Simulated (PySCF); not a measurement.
## H (hydrogen, neutral) across methods

2p1, 2P determinant (an excited configuration). Calculation: PySCF 2.14, in aug-cc-pVDZ; no relativity, point nucleus.

```
 method  E (hartree)  mean ε 2p α (eV)  Σ⟨r²⟩ (bohr²)   ⟨S²⟩
r2SCAN0      -0.0615             0.552          8.725  0.750
  B3LYP      -0.0712             0.703          8.732  0.750
    LDA      -0.0575             1.593          8.750  0.750
    UHF     -0.04786            -1.302          8.693  0.750
    PBE      -0.0728             1.217          8.746  0.750
 r2SCAN      -0.0660             1.168          8.735  0.750
   BLYP      -0.0720             1.373          8.743  0.750
   PBE0      -0.0683             0.523          8.731  0.750
```

The outer electron is Rydberg-like, and this basis confines it to a smaller radius and binds it less than a complete one would.

The highest occupied level is positive at r2SCAN0, B3LYP, LDA, PBE, r2SCAN, BLYP, PBE0: only the finite basis holds that electron, which in a density functional comes from self-interaction.
